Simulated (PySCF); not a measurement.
**r2SCAN on Ag (silver, neutral)**

Configuration: [Kr] 4d10 5s1, 2S determinant. Computed with PySCF 2.14 in cc-pVDZ-PP with ECP28MDF, with a scalar-relativistic core potential.

| Item | Value |
| --- | --- |
| Total energy | -146.9577 hartree |
| One-electron energy | -261.0361 hartree |
| Hartree (Coulomb) energy | 128.2629 hartree |
| Exchange-correlation energy | -14.1846 hartree |
| ⟨S²⟩ | 0.7525 |
| ⟨L²⟩ | 0.000 |
| Sum of ⟨r⟩ | 25.34 bohr |
| Sum of ⟨r²⟩ | 44.85 bohr² |
| Time after the integrals | 0.43 s of wall time on 1 thread of Intel(R) Xeon(R) Platinum 8559C (shared host) |

| shell | electrons | mean orbital energy (eV) | rms radius, mean of both spins (bohr) |
| --- | --- | --- | --- |
| 4s β | 1 | -100.39 | 0.978 |
| 4s α | 1 | -100.38 | 0.978 |
| 4p β | 3 | -62.063 | 1.08 |
| 4p α | 3 | -62.048 | 1.08 |
| 4d α | 5 | -7.495 | 1.57 |
| 4d β | 5 | -7.266 | 1.57 |
| 5s α | 1 | -4.977 | 3.37 |

Energies and moments cover only the electrons outside the core potential.
